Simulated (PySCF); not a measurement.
# A small calculation by hand: entropy of an ideal gas

AlH₃O₃, SMILES [OH][Al]([OH])[OH].

Coordinates come from a r2SCAN-D4/def2-SVP optimisation. The isomer is the one that the SMILES or the coordinates give; other isomers of the formula were not compared. The values are those of a single conformer.

r2SCAN-D4/def2-SVP (PySCF) gives the harmonic wavenumbers 227, 227, 280, 320, 340, 341, 564, 581, 581, 706, 958, 958, 3942, 3942, 3944 cm⁻¹ and the rotational temperatures 0.3126, 0.3126, 0.1563 K. The molar mass is 78.00 g/mol, the symmetry number 3, the spin multiplicity 1.

Problem. Work out the entropy at 298.15 K and 1 atm in the rigid-rotor, harmonic-oscillator model.

Solution. 
Translation (Sackur–Tetrode at 1 atm): S = R[1.5 ln M + 2.5 ln T − 1.16487] = 163.1 J/(mol K).
Rotation: q = (√π/σ) T^1.5/√(θA θB θC) = 24600, S = R[ln q + 3/2] = 96.5 J/(mol K).
Vibration: with u = 1.4388 ν/T, each mode gives R[u/(e^u − 1) − ln(1 − e^−u)]:
```tsv
ν (cm⁻¹)	modes	u	S (J/(mol K))
227	2	1.10	15.92
280	1	1.35	6.42
320	1	1.54	5.48
340	1	1.64	5.07
341	1	1.65	5.05
564	1	2.72	2.16
581	2	2.80	4.05
706	1	3.41	1.25
958	2	4.62	0.93
```
The stiffer modes add less than 0.005 each. Sum 46.3 J/(mol K).
Spin: R ln 1 = 0.0 J/(mol K).
Total 305.9 J/(mol K); the program's own thermochemistry gives 306.0. Translation makes up 53 % and vibration 15 %. Anharmonicity, hindered rotation and orbital degeneracy are left out.
